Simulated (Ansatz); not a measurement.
CH7BO4 at its PBE0-D4/def2-TZVP geometry, where that method's forces vanish. The species carries charge 0 and has multiplicity 1. The bonds changed during the relaxation, so this is another structure than the one it started from.

```xyz
13

C     0.9816    1.7562    0.6820
O     0.9200    0.3967    1.0928
B    -0.9192   -1.3639   -0.9686
O    -1.6985   -1.9810   -1.9038
O    -1.5143   -0.8536    0.1615
O     0.4207   -1.2835   -1.2227
H     0.5842    2.4246    1.4512
H     0.3644    1.8428   -0.2113
H     2.0043    2.0521    0.4323
H     1.4588    0.2742    1.8778
H    -2.6190   -1.9858   -1.6349
H    -0.8738   -0.4384    0.7513
H     0.8909   -0.8406   -0.5076
```

(1) What forces (eV/Å) does r2SCAN-D4/def2-TZVPP give on these atoms in the Gaussian-basis code of Ansatz? (Estimate.)

## Answers

(1) Ansatz gave: 
```
C1   0.021  0.332 -0.093
O2  -0.052 -0.331  0.046
B3   0.003  0.027  0.032
O4  -0.057 -0.079 -0.127
O5  -0.100  0.054  0.131
O6   0.162 -0.010 -0.066
H7   0.005 -0.005 -0.010
H8   0.006 -0.024  0.016
H9  -0.011  0.000  0.003
H10  0.031  0.012  0.039
H11 -0.018  0.004  0.011
H12  0.015  0.009  0.005
H13 -0.003  0.011  0.012
```
